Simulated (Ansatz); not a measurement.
`O[SiH]([SiH3])[SiH2]S` + `O[SiH2][AlH][Cl]` → `O[SiH]([SiH3])[AlH][Cl]` + `O[SiH2][SiH2]S`  (formal exchange of groups at the Si–Si bond)

Computed with Ansatz on PBE0-D4/def2-TZVP structures; ΔE is electronic, products minus reactants. CCSD(T)/CBS is the MP2 limit (def2-TZVPP, def2-QZVPP) plus CCSD(T) − MP2 in def2-TZVPP, frozen cores. DFT in def2-TZVPP. Each species was taken in one conformer, which may not be the lowest.

| level | ΔE (kJ/mol) |
| --- | --- |
| r2SCAN-D4 | -2.0 |
| HF/def2-TZVPP | -1.5 |
| MP2/def2-TZVPP | -1.3 |
| SCS-MP2/def2-TZVPP | -1.2 |

Task: What does CCSD(T)/CBS give? (Best estimate.)

Result: The calculation gave: -1.4 kJ/mol. The listed levels differ from it by -0.6, -0.1, 0.1, 0.2 kJ/mol.

Largest T1 diagnostic among the species: 0.013.

Leaving LDA and LC-ωPBE aside and taking each functional with its dispersion term where it has one, the values, not all of them listed here, spread over 1.7 kJ/mol, from B97M-V to CAM-B3LYP-D4.

CCSD(T)/CBS has its own doubt, a few kJ/mol and more with outer-core shells, so smaller differences from it don't rank the levels.
